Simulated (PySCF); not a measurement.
GeF2, SMILES [F][Ge][F] (connectivity only; charge and spin as stated), neutral, multiplicity 1.

The structure is a stationary point at PBE-D3(BJ)/def2-TZVP. The isomer is the one that the SMILES or the coordinates give; other isomers of the formula were not compared.

Calculation: PBE-D3(BJ)/def2-TZVP in PySCF 2.14.0.

Frequencies are harmonic and unscaled.

Task: Give all harmonic wavenumbers and intensities. (An estimate is asked for; the answer gives what the named calculation found.)

Result: 
```json
[
 {"mode": "1", "ν (cm⁻¹)": "240", "IR (km/mol)": "9.9", "moving atoms (share of kinetic energy)": "F 85 %, Ge 15 %"},
 {"mode": "2", "ν (cm⁻¹)": "629", "IR (km/mol)": "124.2", "moving atoms (share of kinetic energy)": "F 77 %, Ge 23 %"},
 {"mode": "3", "ν (cm⁻¹)": "652", "IR (km/mol)": "83.8", "moving atoms (share of kinetic energy)": "F 80 %, Ge 20 %"}
]
```
